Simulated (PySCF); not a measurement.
Deuteron quadrupole couplings in `C[Si@H]1C=CC=C1F`

C5H7FSi.
Cartesian coordinates in Å at the GFN2-xTB level; atoms count from 1:
```
atom  x, y, z in Å
C1    -2.181   -0.347   -0.230
Si2   -0.561   -0.141    0.734
C3     0.870   -1.226    0.156
C4     1.851   -0.464   -0.345
C5     1.638    0.975   -0.353
C6     0.462    1.358    0.153
F7     0.099    2.655    0.229
H8    -2.653   -1.295    0.009
H9    -2.010   -0.318   -1.302
H10   -2.880    0.445    0.019
H11   -0.751   -0.132    2.188
H12    0.952   -2.299    0.201
H13    2.778   -0.856   -0.738
H14    2.387    1.646   -0.744
```

Level: PBE0/pcSseg-1 (PySCF, non-relativistic); Q(2H) = 0.00286 b; rigid geometry, the same for H and D, with no vibrational averaging.

Question: Rank these positions by the coupling χzz of a deuteron there, largest first.
A. H10 (methyl hydrogen)
B. H12 (vinylic hydrogen)
C. H11 (Si–H hydrogen)
D. H14 (vinylic hydrogen)

Answer: B (231 kHz), D (223 kHz), A (218 kHz), C (108 kHz).

Q: Give the electric field gradient Vzz (the principal value of largest size), its asymmetry and the 2H coupling at each hydrogen.

A: 
| atom | bonded to | bond length (Å) | Vzz (au) | η | χzz (kHz) |
| --- | --- | --- | --- | --- | --- |
| H8 | C1 | 1.085 | 0.3256 | 0.00 | 219 |
| H9 | C1 | 1.086 | 0.3229 | 0.01 | 217 |
| H10 | C1 | 1.086 | 0.3244 | 0.00 | 218 |
| H11 | Si2 | 1.466 | 0.1612 | 0.01 | 108 |
| H12 | C3 | 1.077 | 0.3431 | 0.04 | 231 |
| H13 | C4 | 1.081 | 0.3263 | 0.04 | 219 |
| H14 | C5 | 1.079 | 0.3323 | 0.06 | 223 |

Q: Average by the element that carries the hydrogen.

A: on C: 221 kHz over 6 positions, mean bond length 1.082 Å; on Si: 108 kHz over 1 position, mean bond length 1.466 Å.

Q: How does χzz go with the bond length over the 6 C–H bonds?

A: A straight-line fit has a slope of -11.7 kHz for each 0.01 Å, with a correlation coefficient of -0.89, over lengths from 1.077 to 1.086 Å. The longer bonds have the smaller couplings here.

Isolated species at its GFN2-xTB geometry, gas phase. GFN2-xTB bond lengths can be off by several hundredths of an ångström, more for odd bonds, and the gradients follow them. The basis is small and wasn't made for field gradients, so the couplings can be 20 % off.
